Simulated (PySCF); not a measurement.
Cost of one run: geometry optimisation, 5-bromoindole, `Brc1ccc2[nH]ccc2c1`.

Method: PBE0-D3(BJ)/def2-SVP geometry optimisation, gas phase (PySCF 2.14.0). Work: geometry optimisation from a GFN2-xTB start, density fitting. The input is one job of a driver script: a line of settings, then coordinates in Å.

Input:
```
{"job": {"xc": "PBE0", "basis": "def2-SVP", "d3": "d3bj", "grid": 2, "kind": "geom"}, "charge": 0, "multiplicity": 1}
Br     3.772391    -1.337932     0.300547
C      2.045059    -0.537187     0.127618
C      1.979308     0.833569    -0.135353
C      0.758194     1.456737    -0.269022
C     -0.385493     0.679116    -0.133885
N     -1.704410     1.014334    -0.215325
C     -2.462484    -0.105333    -0.012077
C     -1.656967    -1.180533     0.203893
C     -0.315807    -0.712349     0.132439
C      0.928352    -1.327733     0.266165
H      2.893394     1.397997    -0.233440
H      0.696977     2.515294    -0.471906
H     -2.062796     1.936709    -0.394780
H     -3.534079    -0.051654    -0.037441
H     -1.968989    -2.188069     0.391368
H      1.009752    -2.384020     0.469787
```

Hardware: one thread of an Arm Neoverse V2, no GPU, shared host with 96 logical CPUs at a one-minute load of 63. PySCF's memory limit was set to 1600 MB.

Question: How large is the basis?

Answer: 188 functions.

Question: How long does the run take?

Answer: About 1.9 min. The run took 6 energy-and-gradient evaluations and 42 SCF cycles, 19 s an evaluation on average.

Question: Estimate the peak memory.

Answer: About 0.97 GiB. Peak memory is the resident size of the whole Python process, interpreter and libraries included.

Question: At this speed, how long would 1000 such jobs take on 64 cores, one job a core?

Answer: 1000/64 gives 16 rounds of 1.9 min, about 30 min of wall time and 32 core-hours, if the jobs don't slow each other.

Times come from a shared host and carry two figures at best.

The run converged: final energy -2936.10769 Eh after 5 steps; dipole 4.18 D.
